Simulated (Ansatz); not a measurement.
Reaction (ligand exchange at the Si–C bond): `C=C=C([SiH3])CCl` + `FC1NCO1` → `FC1OCN1[SiH3]` + `C=C=CCCl`

Program: Ansatz. Geometries: PBE0-D4/def2-TZVP. ΔE: electronic, gas phase. CCSD(T)/CBS adds triple-zeta CCSD(T) − MP2 to the extrapolated MP2 energy (def2 sets, frozen cores). One conformer a species, not always the lowest.

| species | CCSD/CBS(def2) energy (Eh) |
| --- | --- |
| `C=C=C([SiH3])CCl` | -905.16821 |
| `FC1NCO1` | -308.08807 |
| `FC1OCN1[SiH3]` | -598.38132 |
| `C=C=CCCl` | -614.89080 |

(1) Work out ΔE.

Largest T1 diagnostic among the species: 0.012.

## Answers

(1) ΔE = (-598.38132) + (-614.89080) − (-905.16821) − (-308.08807) = -0.01584 Eh = -9.9 kcal/mol. CCSD(T)/CBS gives -9.3 kcal/mol.

The D4 term adds +0.8 kcal/mol with B3LYP and +0.5 kcal/mol with PBE0; it sums over pairs of atoms, weighted by their polarisabilities, and B3LYP, whose exchange is more repulsive, gets the larger term. In def2-TZVPP, CCSD(T) changes the Hartree–Fock value by +3.1 kcal/mol (the triples alone add +0.6 kcal/mol) and MP2 by +3.5 kcal/mol.

B3LYP here is the variant with VWN-RPA as its local correlation; programs differ in this.
